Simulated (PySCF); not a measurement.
## Shapes and spin states of RuO(OH)₂

Method: PBE0/[Ru def2-TZVP with ECP28, O def2-TZVP, H def2-TZVP], scalar-relativistic core potentials, density fitting, no spin–orbit coupling, PySCF.

Relaxations began from a few typed shapes and spin states; open shells are unrestricted. The search is not exhaustive: other isomers or separated fragments can lie lower, and high-lying points may rest on an excited occupation.

(1) Order these stationary points by electronic energy, lowest first, in kJ/mol from the lowest minimum.
A. quintet C2v: O–H 0.961 Å (×2), Ru–O 1.710 Å, Ru–O 1.898 Å (×2); H–O–Ru 120.3° (×2), O–Ru–O 102.3° (×2), O–Ru–O 155.5°
B. triplet C2: O–H 0.963 Å (×2), Ru–O 1.659 Å, Ru–O 1.857 Å (×2); H–O–Ru 116.9° (×2), O–Ru–O 119.3°, O–Ru–O 120.3° (×2)
C. singlet (closed shell, unstable to spin polarisation) Cs: O–H 0.964 Å (×2), Ru–O 1.613 Å, Ru–O 1.846 Å (×2); H–O–Ru 115.7° (×2), O–Ru–O 109.1°, O–Ru–O 125.2° (×2)
D. broken-symmetry Ms = 0 (⟨S²⟩ 0.48) Cs: O–H 0.964 Å (×2), Ru–O 1.624 Å, Ru–O 1.851 Å (×2); H–O–Ru 115.2° (×2), O–Ru–O 112.0°, O–Ru–O 124.0° (×2)
E. singlet (closed shell, unstable to spin polarisation) Cs: O–H 0.960 Å, O–H 0.963 Å, Ru–O 1.593 Å, Ru–O 1.873 Å, Ru–O 1.878 Å; H–O–Ru 114.3°, H–O–Ru 124.6°, O–Ru–O 96.3°, O–Ru–O 127.7°, O–Ru–O 136.0°
F. quintet Cs: O–H 0.962 Å (×2), Ru–O 1.706 Å, Ru–O 1.891 Å, Ru–O 1.919 Å; H–O–Ru 118.2°, H–O–Ru 119.6°, O–Ru–O 99.4°, O–Ru–O 100.6°, O–Ru–O 160.0°

(2) Which of them are minima?

Answers

(1) B (0.0), D (8.3), C (13.7), E (66.5), A (74.4), F (96.8).

(2) By energy in kJ/mol, 0.0: minimum; 8.3: minimum; 13.7: minimum of the closed-shell surface only; 66.5: saddle point, 2 imaginary modes; 74.4: minimum; 96.8: minimum.

For the lowest minimum: open d and f shells are described by one determinant, and the ground state may have another occupation or spin.
